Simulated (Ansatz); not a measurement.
Input and output for BH$_{6}$NO$_{2}$Si, SMILES `NB(O)O[SiH3]`.

```yaml
crystal:
  periodic: [false, false, false]
  atoms:
    - {symbol: N, position_ang: [0.981150, 1.617779, -0.800925]}
    - {symbol: B, position_ang: [0.188712, 0.631893, -0.162129]}
    - {symbol: O, position_ang: [-0.998949, 1.085902, 0.473617]}
    - {symbol: O, position_ang: [0.282330, -0.708083, -0.208054]}
    - {symbol: Si, position_ang: [-0.379034, -1.947565, 0.356549]}
    - {symbol: H, position_ang: [1.936774, 1.473940, -1.099192]}
    - {symbol: H, position_ang: [1.046739, 2.589875, -0.855829]}
    - {symbol: H, position_ang: [-1.179256, 2.198553, 0.354186]}
    - {symbol: H, position_ang: [0.152906, -3.132259, 0.133584]}
    - {symbol: H, position_ang: [-0.669471, -1.771557, 1.915841]}
    - {symbol: H, position_ang: [-1.814827, -1.997676, -0.257171]}
basis:
  gaussian: {orbitals: def2-SVPD}
hamiltonian: {xc: {name: B97M-V}}
output: {forces: true}
```

```sh
$ ansatz run in.yaml --threads 4 --pin off --events-out ev --progress --plain --max-ram 10444MiB
```

It prints (some lines left out):

```
Functional definition: B97M-V
  name "B97M-V"
  cite "Mardirossian & Head-Gordon, J. Chem. Phys. 142, 074111 (2015) doi:10.1063/1.4907719"
  cite "Becke, J. Chem. Phys. 107, 8554 (1997) doi:10.1063/1.475007"
  cite "Vydrov & Van Voorhis, J. Chem. Phys. 133, 244103 (2010) doi:10.1063/1.3521275"
  # Of w^i u^j: cxij and so on, Table III.
  parameter cx00 = 1.000
  parameter cx01 = 1.308
  parameter cx02 = 1.901
  parameter cx10 = 0.416
  parameter cx11 = 3.070
  parameter css00 = 1.000
  parameter css02 = -1.855
  parameter css10 = -5.668
  parameter css32 = -20.497
  parameter css42 = -20.364
  parameter cos00 = 1.000
  parameter cos01 = 1.573
  parameter cos03 = -6.298
  parameter cos10 = 2.535
  parameter cos32 = -6.427
  parameter b = 6.0
  parameter c = 0.01
  gx(w, u) = cx00 + cx01*u + cx02*u^2 + (cx10 + cx11*u)*w
  gss(w, u) = css00 + css02*u^2 + css10*w + (css32*w^3 + css42*w^4)*u^2
  gos(w, u) = cos00 + cos01*u + cos03*u^3 + cos10*w + cos32*w^3*u^2
  exchange = spin_sum(e_x_unif_s*gx(b97_w, b97_u_x))
  correlation = spin_sum(e_c_pw_mod_same_spin*gss(b97_w, b97_u_same))
      + integral(e_c_pw_mod_opposite_spin*gos(b97_w_opposite, b97_u_opposite)) + vv10(b, c)
1316 factors; their error is unknown
mean field evaluation 1: about -14215.9027 eV, gradient 8.2e1 eV
mean field evaluation 2: about -14185.3956 eV, gradient 1.4e2 eV
mean field evaluation 4: about -14228.0735 eV, gradient 1.2e1 eV
mean field evaluation 8: about -14228.3446 eV, gradient 2.7e-1 eV
mean field evaluation 16: about -14228.3007 eV, gradient 6.9e-5 eV
mean field -14228.30074575 eV, -522.8804081177 hartree, gradient 2.0e-5 eV, S^2 0.000000; 0 other end points of the search recorded, 0 dependent functions left out
the calculation of the forces begins
reference -14228.30082057 eV, -522.8804108674 hartree; 24, 24 occupied and 134, 134 virtual orbitals, 1316 factors
Total energy: -14228.30082057 eV, -522.8804108674 hartree
Atom 0 at     0.981150     1.617779    -0.800925 Å, force     2.371044    -1.711410    -0.642784 eV/Å
Atom 1 at     0.188712     0.631893    -0.162129 Å, force    -2.465177     2.675061     0.359887 eV/Å
Atom 2 at    -0.998949     1.085902     0.473617 Å, force    -0.117158     4.488400    -0.832116 eV/Å
Atom 3 at     0.282330    -0.708083    -0.208054 Å, force     4.265087     4.474377    -2.466958 eV/Å
Atom 4 at    -0.379034    -1.947565     0.356549 Å, force    -6.937997    -1.044258     4.160485 eV/Å
Atom 5 at     1.936774     1.473940    -1.099192 Å, force    -0.039893    -1.433463    -0.153103 eV/Å
Atom 6 at     1.046739     2.589875    -0.855829 Å, force    -1.634289     1.778830     0.743988 eV/Å
Atom 7 at    -1.179256     2.198553     0.354186 Å, force     1.038186    -5.252639     0.573752 eV/Å
Atom 8 at     0.152906    -3.132259     0.133584 Å, force     2.262059    -3.599540    -0.846383 eV/Å
Atom 9 at    -0.669471    -1.771557     1.915841 Å, force     0.475483    -0.234681    -1.215853 eV/Å
Atom 10 at    -1.814827    -1.997676    -0.257171 Å, force     0.782654    -0.140676     0.319085 eV/Å
Dipole moment:     0.517543     0.574791    -0.233415 e Å
```

Hardware: 4 threads of an Intel Xeon Platinum 8375C on a shared host. Wall time 7.5 s, peak host memory 0.28 GiB.
